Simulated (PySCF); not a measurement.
A calculated (PBE, PySCF 2.14, aug-cc-pwCVTZ-DK, scalar relativity by spin-free X2C-1e) atom or ion has these occupied shells.

```tsv
shell	electrons	orbital energy (eV)	rms radius, mean of both spins (bohr)
1s β	1	-7605.2	0.0649
1s α	1	-7605.2	0.0649
2s α	1	-917.46	0.277
2s β	1	-915.88	0.277
2p α	3	-788.39	0.249
2p β	3	-787.20	0.249
3s α	1	-122.73	0.833
3s β	1	-119.19	0.833
3p α	3	-85.989	0.888
3p β	3	-82.519	0.888
3d α	5	-28.270	1.16
3d β	2	-25.907	1.16
```

Q: Name the element and its charge.

A: Co²⁺ (cobalt, charge +2), in [Ar] 3d7, high-spin 4F determinant.
